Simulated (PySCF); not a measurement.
## Electron correlation in P (phosphorus, neutral)

[Ne] 3s1 3p3 3d1, high-spin 6D determinant (an excited configuration). Computed with PySCF 2.14 in aug-cc-pV(T+d)Z with one added diffuse shell each of s, p, d, f type (7s6p5d3f, 71 functions), with no relativity, point nucleus. Frozen: [Ne]; 5 electrons correlated.

| level | correlation energy (mhartree) |
| --- | --- |
| CCSD | -38.92 |
| (T) | -0.69 |
| CCSD(T) | -39.61 |

Diagnostics: T1 = 0.012, D1 = 0.0367, largest double amplitude 0.030.

Is a single reference adequate?

Yes: T1 lies below 0.03 and no double amplitude reaches 0.07.
